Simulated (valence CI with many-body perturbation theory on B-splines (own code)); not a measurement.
Results of a calculation; reference values are marked as such.
## Run record, Zn XXVI

Method: valence CI with perturbative core correlation (CI+MBPT): three valence electrons over a frozen Dirac-Fock core [He], radial functions for each j: 11 s, 11 p, 9 d, 7 f, 5 g, 2 h, 1 i, with the one-electron correlation potential Σ1 (screened to all orders), the two-electron term Σ2, the three-electron term Σ3, Breit, model QED; selected single and double excitations, second order for the rest (own B-spline code, finite nucleus).

Command, and the settings that its task file holds:

```sh
python run_cv.py task.json out
```

```
atom Zn  Z=30  mass_number=64  rms_radius_fm=3.9283
core [He]
valence 2s2 2p1
avg = 1
basis = L
breit = 1
cap = 40000
capref = 1200
cscale = 1
de = 0.0
dress = 0
eps = 2e-08
h = 0.27
hh = 1
l2 = 3
lcore = 6
maxit = 60
n2 = 5
natural = 1
nlev = 60
nno = [7, 7, 6, 5, 4, 2, 1]
nroot = 26
nsp = [4, 4, 3, 2, 1, 0, 0]
pt2 = 1
qed = 1
rpa = 1
s1 = 1
s2 = 1
s3 = 1
screen = 1
tol = 2e-05
```

(1) Roughly how long does this run take on one core of Arm Neoverse V1, and how much memory?

Log. The first blocks belong to the next ion, which gives the ionisation energy. Fields: 2J, parity (1 odd), roots, reference size, generating configurations, candidates as configurations/state functions, variational space P, stored matrix elements, Davidson steps; e2 is the range of second-order energies in hartree. The first line gives the box (bohr), its intervals, the orbitals and the steps of their self-consistent field. Window is the range of levels sought, series limit the energy at which the first omitted orbital would enter, core excitation an estimate of the first excitation out of the core, left out the lowest levels not solved, and shifts from estimates the range by which levels moved from their first estimate, all in cm⁻¹.

```
rmax 3.2 intervals 58 orbitals 81 references ['2s2 2p', '2s 2p2', '2p3'] scf 3 t 0.5
2J=0 par=0 roots 2 ref 18 generators 3 cand 364/364 P 352/352 nnz 0 it 0
2J=0 par=0 roots 2 ref 18 generators 5 cand 30/30 P 368/368 nnz 0 it 0
   second order: generators 6 cand 14/14 e2 -0.00000 -0.00000
reference levels 513, estimated 384, window 12491867 1/cm; series limit 17008642, core excitation 71325926
2J=1 par=1 roots 15 ref 48 generators 13 cand 6206/9304 P 5407/8000 nnz 6e+06 it 5
2J=1 par=1 roots 15 ref 48 generators 18 cand 6378/9810 P 6269/9361 nnz 8.1e+06 it 5
   second order: generators 48 cand 12261/18931 e2 -0.00001 -0.00000
2J=3 par=1 roots 22 ref 72 generators 16 cand 8422/16999 P 3987/8000 nnz 6.6e+06 it 5
2J=3 par=1 roots 22 ref 72 generators 20 cand 8340/16717 P 7391/15383 nnz 2.2e+07 it 7
   second order: generators 56 cand 16329/35349 e2 -0.00002 -0.00000
2J=1 par=0 roots 14 ref 50 generators 15 cand 6142/9202 P 5267/7848 nnz 5.8e+06 it 4
2J=1 par=0 roots 14 ref 50 generators 17 cand 3531/5093 P 6188/9305 nnz 8.1e+06 it 4
   second order: generators 38 cand 6627/9818 e2 -0.00002 -0.00000
2J=3 par=0 roots 18 ref 70 generators 14 cand 8427/16962 P 3994/7999 nnz 6.6e+06 it 5
2J=3 par=0 roots 18 ref 70 generators 16 cand 7523/15990 P 7177/14859 nnz 2.1e+07 it 7
   second order: generators 41 cand 12501/27749 e2 -0.00002 -0.00000
2J=5 par=0 roots 13 ref 66 generators 13 cand 9373/20963 P 3674/8000 nnz 6.9e+06 it 10
2J=5 par=0 roots 13 ref 66 generators 16 cand 8721/20988 P 7014/16119 nnz 2.5e+07 it 9
   second order: generators 34 cand 10024/25511 e2 -0.00002 -0.00000
2J=5 par=1 roots 14 ref 62 generators 10 cand 9408/21134 P 3655/7999 nnz 6.9e+06 it 7
2J=5 par=1 roots 14 ref 62 generators 15 cand 9917/23740 P 7017/16287 nnz 2.6e+07 it 8
   second order: generators 38 cand 15401/40506 e2 -0.00002 -0.00001
2J=7 par=0 roots 4 ref 41 generators 5 cand 7215/17926 P 3389/8000 nnz 7.9e+06 it 5
2J=7 par=0 roots 4 ref 41 generators 6 cand 6417/17423 P 4572/11229 nnz 1.5e+07 it 4
   second order: generators 16 cand 12027/32437 e2 -0.00002 -0.00001
2J=7 par=1 roots 6 ref 43 generators 5 cand 7269/18057 P 3392/7997 nnz 7.9e+06 it 5
2J=7 par=1 roots 6 ref 43 generators 6 cand 6401/17339 P 4898/12026 nnz 1.7e+07 it 5
   second order: generators 24 cand 14083/39867 e2 -0.00002 -0.00001
2J=9 par=1 roots 2 ref 20 generators 2 cand 4652/12607 P 2323/5402 nnz 3.7e+06 it 4
2J=9 par=1 roots 2 ref 20 generators 3 cand 4603/12566 P 2982/7256 nnz 6.8e+06 it 3
   second order: generators 9 cand 8101/21732 e2 -0.00001 -0.00001
2J=9 par=0 roots 2 ref 23 generators 2 cand 3140/8090 P 2347/5600 nnz 5.3e+06 it 5
2J=9 par=0 roots 2 ref 23 generators 4 cand 4262/11281 P 2789/6704 nnz 7.5e+06 it 4
   second order: generators 9 cand 9392/26056 e2 -0.00001 -0.00001
left out: unestimated 17648141, estimated 13150002, shifts from estimates -25 to 97
operators 0.2
```

The Davidson iterations converged.

No measured spectrum was set against this ion. As an estimate, levels of excited configurations hold to 0.05 to 0.15 % of their energy, terms of the ground configuration to about 0.5 %.

```yaml
Valence_energy: -291.981 hartree
Ionisation_energy: "2492.1 eV (NIST: 2491.5 ± 1.1 eV (semi-empirical))"
Reference_configurations_for_the_orbitals: 2s2 2p, 2s 2p2, 2p3
Radial_orbitals: 81
Box_radius: 3.242 bohr
Largest_variational_space: 16287
Lowest_levels: 2s2.2p 2P°_1/2 0.00, 2s2.2p 2P°_3/2 27.52, 2s.2p2 4P_1/2 63.69, 2s.2p2 4P_3/2 78.41, 2s.2p2 4P_5/2 89.17, 2s.2p2 2D_3/2 119.58, 2s.2p2 2D_5/2 128.01, 2s.2p2 2P_1/2 132.60, 2s.2p2 2S_1/2 161.95, 2s.2p2 2P_3/2 163.54, 2p3 4S°_3/2 199.23, 2p3 2D°_3/2 222.28, 2p3 2D°_5/2 229.63, 2p3 2P°_1/2 250.30 eV
```

Names give the largest LS component (configuration and term), which can be under half, so a name can repeat, a term be missing and a line seem to break the LS rules; names also repeat where a configuration has a term twice.

## Answers

(1) 110 s on 1 thread of Arm Neoverse V1, on a shared host, peak memory 0.68 GiB.
